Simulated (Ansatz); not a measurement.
Reaction R1 → 3 P1 + 2 P2, each structure at its B3LYP-D3(BJ)/def2-TZVP stationary point, reached from a drawn start (curvature not checked).
R1: C3S2 (SMILES S=C=C=C=S), charge 0, multiplicity 1.
P1: C atom, charge 0, multiplicity 3.
P2: S atom, charge 0, multiplicity 3.

P less R. No zero-point or thermal terms; singlets are restricted closed shells; open shells are unrestricted; no spin–orbit coupling.

Correlated levels freeze the cores.

Programs: Ansatz (an electronic-structure program). Each number belongs to the level named beside it.

PBE/def2-TZVPP gives 2569.7 kJ/mol for the reaction energy.

Question: How do the other levels lie against it? Give each less PBE: r2SCAN/def2-TZVPP, PBE0/def2-TZVPP, wB97M-V/def2-TZVPP, B2PLYP/def2-TZVPP, MP2/cc-pV(Q+d)Z, CCSD(T)/cc-pV(Q+d)Z.

Answer: r2SCAN/def2-TZVPP -122.4; PBE0/def2-TZVPP -143.6; wB97M-V/def2-TZVPP -213.4; B2PLYP/def2-TZVPP -193.7; MP2/cc-pV(Q+d)Z -94.6; CCSD(T)/cc-pV(Q+d)Z -266.2 kJ/mol. 0 of 6 lie above PBE; the widest gap is to CCSD(T)/cc-pV(Q+d)Z.
